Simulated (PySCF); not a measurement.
# Correlation energy of B (boron, neutral)

[He] 2s1 2p2, high-spin 4P determinant (an excited configuration). Calculation: PySCF 2.14, in aug-cc-pCVTZ-DK with one added diffuse shell each of s, p, d, f type (8s7p5d3f, 75 functions); the spin-free X2C one-electron Hamiltonian (Gaussian nucleus). Frozen: 1s2; 3 electrons correlated.

| level | correlation energy (mhartree) |
| --- | --- |
| CCSD | -16.30 |
| (T) | -0.11 |
| CCSD(T) | -16.41 |

Diagnostics: T1 = 0.0042, D1 = 0.0066, largest double amplitude 0.036.

**Question.** Is a single reference adequate?

**Answer.** Yes: T1 lies below 0.03 and no double amplitude reaches 0.07.
